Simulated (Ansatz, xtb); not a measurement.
**Isomers of ClGeH7Si2 in order of energy**

5 gas-phase structures of ClGeH7Si2, found in a search over its isomers (lower ones may exist). Each was relaxed with GFN2-xTB; where two conformers were screened, the lower at r2SCAN-D4/def2-SVP is listed:

A. `[SiH3][Si@H](Cl)[GeH3]`, a singlet
B. `[SiH3][SiH2][GeH2][Cl]`, a singlet
C. `[SiH3][GeH]([SiH3])[Cl]`, a singlet
D. `[SiH3][GeH2][SiH2]Cl`, a singlet
E. `Cl[SiH2][SiH2][GeH3]`, a singlet

Question: Make a reasoned guess at their ranking by r2SCAN-D4/def2-SVP single-point energy.

Answer: Calculated order at r2SCAN-D4/def2-SVP: D (0.0), E (3.2), C (3.4), A (4.0), B (6.1) kcal/mol. Less than 1 kcal/mol parts E and C; C and A, so the order within those pairs means little.

Energies above the lowest of each column, in kcal/mol; the last columns are at PBE0-D3(BJ)/pcseg-1 geometries and were run for some of them only (a dash: not run or not comparable):

| structure | GFN2-xTB | HF/STO-3G | r2SCAN-D4/def2-SVP | PBE0-D3(BJ)/pcseg-1 | CCSD(T)/def2-SVP + ΔMP2/def2-TZVPP |
| --- | --- | --- | --- | --- | --- |
| D | 6.8 | 0.0 | 0.0 | 0.0 | 0.0 |
| E | 19.4 | 2.3 | 3.2 | 2.2 | 3.3 |
| C | 0.0 | 1.3 | 3.4 | 3.4 | – |
| A | 19.9 | 2.8 | 4.0 | 2.8 | – |
| B | 13.4 | 4.5 | 6.1 | – | – |

CCSD(T)/def2-SVP + ΔMP2/def2-TZVPP puts D lowest of those it was run on; GFN2-xTB picks C. Flexible structures stand in one conformer each, not always the lowest. Frequencies (PBE0-D3(BJ)/pcseg-1) were run for D, E alone. ΔMP2 is the change of the MP2 energy from the smaller to the larger basis.

Over these structures GFN2-xTB departs from r2SCAN-D4/def2-SVP by 6.0 kcal/mol on average once a common shift is removed. A GFN2-xTB relaxation took about 0.14 s and the r2SCAN-D4/def2-SVP energy about 2 s on a shared host (Ansatz 0.2.0, xtb 6.7.1).
